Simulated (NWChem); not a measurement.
Program: NWChem. System: BeF2, charge 0, spin multiplicity 1, at a geometry optimised with B3LYP/def2-SVP. The structure started from a generated list of species. Level: G0W0@PBE0/def2-QZVP, RI basis def2-qzvp-rifit.

The NWChem input:

```
start mol
memory heap 200 mb stack 700 mb global 1700 mb
geometry units angstroms nocenter noautoz
  Be     0.000000     0.000000     0.000000
  F      0.000000     0.000000     1.386504
  F      0.000000     0.000000    -1.386504
  symmetry group D2h
end
basis spherical
  * library def2-qzvp
end
basis "ri basis" bse spherical
  * library def2-qzvp-rifit
end
dft
  xc pbe0
  iterations 100
  direct
  tolerances tight
end
task dft energy
gw
  states alpha occ 4 vir 2
end
task dft gw
```

Output (cleaned and shortened):

```
             Northwest Computational Chemistry Package (NWChem) 7.3.0
             --------------------------------------------------------

                                NWChem Input Module
                                -------------------

 Scaling coordinates for geometry "geometry" by  1.889725989
 (inverse scale =  0.529177249)

 Turning off AUTOSYM since
 SYMMETRY directive was detected!

                             Geometry "geometry" -> ""
                             -------------------------

 Output coordinates in angstroms (scale by  1.889725989 to convert to a.u.)

  No.       Tag          Charge          X              Y              Z
 ---- ---------------- ---------- -------------- -------------- --------------
    1 Be                   4.0000     0.00000000     0.00000000     0.00000000
    2 F                    9.0000     0.00000000     0.00000000     1.38650400
    3 F                    9.0000     0.00000000     0.00000000    -1.38650400

 Effective nuclear repulsion energy (a.u.)      42.9370852969

            Nuclear Dipole moment (a.u.)
            ----------------------------
        X                 Y               Z
 ---------------- ---------------- ----------------
     0.0000000000     0.0000000000     0.0000000000

      Symmetry information
      --------------------

 Group name             D2h
 Group number             26
 Group order               8
 No. of unique centers     2

      Symmetry unique atoms

     1    2


 Summary of "ao basis" -> "" (spherical)
 ------------------------------------------------------------------------------
       Tag                 Description            Shells   Functions and Types
 ---------------- ------------------------------  ------  ---------------------
 *                         def2-qzvp                  on all atoms

 new library libraries.bse/

 Summary of "ri basis" -> "" (spherical)
 ------------------------------------------------------------------------------
       Tag                 Description            Shells   Functions and Types
 ---------------- ------------------------------  ------  ---------------------
 *                      def2-qzvp-rifit               on all atoms

                                 NWChem DFT Module
                                 -----------------

 Summary of "ao basis" -> "ao basis" (spherical)
 ------------------------------------------------------------------------------
       Tag                 Description            Shells   Functions and Types
 ---------------- ------------------------------  ------  ---------------------
 Be                        def2-qzvp                14       36   7s4p2d1f
 F                         def2-qzvp                17       57   7s4p3d2f1g

 Summary of "ao basis" -> "ao basis" (spherical)
 ------------------------------------------------------------------------------
       Tag                 Description            Shells   Functions and Types
 ---------------- ------------------------------  ------  ---------------------
 Be                        def2-qzvp                14       36   7s4p2d1f
 F                         def2-qzvp                17       57   7s4p3d2f1g

      Symmetry analysis of basis
      --------------------------

        ag         35
        au          8
        b1g         9
        b1u        30
        b2g        15
        b2u        19
        b3g        15
        b3u        19

            General Information
            -------------------
[...]
  ----- ------------  ---------------      ----- ------------  ---------------
    45      0.266887  2 F  py               102     -0.266887  3 F  py
    48      0.241081  2 F  py               105     -0.241081  3 F  py
    51      0.234368  2 F  py               108     -0.234368  3 F  py
    54      0.101829  2 F  py               111     -0.101829  3 F  py
    21      0.045451  1 Be d -1              26      0.030050  1 Be d -1

 Vector   12  Occ=0.000000D+00  E=-2.398757D-02  Symmetry=ag
              MO Center=  1.4D-29,  7.6D-30,  1.4D-15, r^2= 5.7D+00
   Bfn.  Coefficient  Atom+Function         Bfn.  Coefficient  Atom+Function
  ----- ------------  ---------------      ----- ------------  ---------------
     7      1.200519  1 Be s                  6     -0.246776  1 Be s
     5      0.178192  1 Be s                 42     -0.122276  2 F  s
    99     -0.122276  3 F  s                 43     -0.119380  2 F  s
   100     -0.119380  3 F  s                 52      0.073105  2 F  pz
   109     -0.073105  3 F  pz                27     -0.072466  1 Be d  0

 Vector   13  Occ=0.000000D+00  E= 3.053443D-02  Symmetry=b3u
              MO Center=  3.9D-16,  7.8D-31,  2.9D-17, r^2= 6.7D+00
   Bfn.  Coefficient  Atom+Function         Bfn.  Coefficient  Atom+Function
  ----- ------------  ---------------      ----- ------------  ---------------
    14      0.879616  1 Be px                 8      0.231616  1 Be px
    11      0.179567  1 Be px                53     -0.147269  2 F  px
   110     -0.147269  3 F  px                44     -0.101407  2 F  px
   101     -0.101407  3 F  px                47     -0.100630  2 F  px
   104     -0.100630  3 F  px                50     -0.073714  2 F  px

 Vector   14  Occ=0.000000D+00  E= 3.053443D-02  Symmetry=b2u
              MO Center= -7.4D-31, -1.1D-15, -2.1D-17, r^2= 6.7D+00
   Bfn.  Coefficient  Atom+Function         Bfn.  Coefficient  Atom+Function
  ----- ------------  ---------------      ----- ------------  ---------------
    15      0.879616  1 Be py                 9      0.231616  1 Be py
    12      0.179567  1 Be py                54     -0.147269  2 F  py
   111     -0.147269  3 F  py                45     -0.101407  2 F  py
   102     -0.101407  3 F  py                48     -0.100630  2 F  py
   105     -0.100630  3 F  py                51     -0.073714  2 F  py

 center of mass
 --------------
 x =   0.00000000 y =   0.00000000 z =   0.00000000

 moments of inertia (a.u.)
 ------------------
         260.847661802334           0.000000000000           0.000000000000
           0.000000000000         260.847661802334           0.000000000000
           0.000000000000           0.000000000000           0.000000000000

     Multipole analysis of the density
     ---------------------------------

     L   x y z        total         alpha         beta         nuclear
     -   - - -        -----         -----         ----         -------
     0   0 0 0     -0.000000    -11.000000    -11.000000     22.000000

     1   1 0 0     -0.000000     -0.000000     -0.000000      0.000000
     1   0 1 0     -0.000000     -0.000000     -0.000000      0.000000
     1   0 0 1      0.000000      0.000000      0.000000      0.000000

     2   2 0 0     -9.567843     -4.783922     -4.783922      0.000000
     2   1 1 0     -0.000000     -0.000000     -0.000000      0.000000
     2   1 0 1     -0.000000     -0.000000     -0.000000      0.000000
     2   0 2 0     -9.567843     -4.783922     -4.783922      0.000000
     2   0 1 1     -0.000000     -0.000000     -0.000000      0.000000
     2   0 0 2    -15.810761    -69.690293    -69.690293    123.569825

 Task  times  cpu:       20.4s     wall:       20.4s

                                NWChem Input Module
                                -------------------

                                 NWChem GW Module
                                 ----------------

                             ***********************
                             ***        GW       ***
                             ***********************

 Summary of "ri basis" -> "ri basis" (spherical)
 ------------------------------------------------------------------------------
       Tag                 Description            Shells   Functions and Types
 ---------------- ------------------------------  ------  ---------------------
 Be                     def2-qzvp-rifit             27      101   9s7p5d4f2g
 F                      def2-qzvp-rifit             33      141   9s8p7d5f3g1h

                 Memory Information
                 ------------------
          Available GA per process is          1699.8 MBs
          Available stack per process is        700.0 MBs
          Available heap per process is           0.0 MBs

          Peak memory in Initialization
              Peak GA per process is                  7.1 MBs
              Peak stack per process is               0.3 MBs
              Peak heap per process is                7.5 MBs
              Memory not in MA per process            0.0 MBs

          Peak memory in AFF Calculation
              Peak GA per process is                 27.9 MBs
              Peak stack per process is              17.8 MBs
              Peak heap per process is                0.0 MBs
              Memory not in MA per process           17.8 MBs

          Computing 2-center integrals
          Computing Inverse Cholesky factor
          Computing 3-center integrals
          Computing V_xc ...

          Computing Sigma_x
          Computing RPA polarizability
          Solving quasiparticle equations

                  Alpha Orbitals
          State     Energy (eV)     Error (eV)
          -----------------------------------
@GW         8        -15.701           0.002
@GW         9        -15.701           0.002
@GW        10        -15.048           0.002
@GW        11        -15.048           0.002
@GW        12          0.976           0.003
@GW        13          2.337           0.003

   Applying  -3.2795 eV scissor-shift to rest of particle states

   Applying   1.6290 eV scissor-shift to rest of hole states

     GW Timing Statistics
   ------------------------
   Init.   :          0.2s
     ERIs  :          2.6s
     Distr.:          0.0s
     Vxc   :          2.5s
   Sigma_x :          0.0s
   RPA     :          1.2s
   Wmn     :          0.1s
   Sigma_c :          0.0s
   GW total:          6.7s

 Task  times  cpu:        6.7s     wall:        6.7s

 Total times  cpu:       27.1s     wall:       27.1s
```
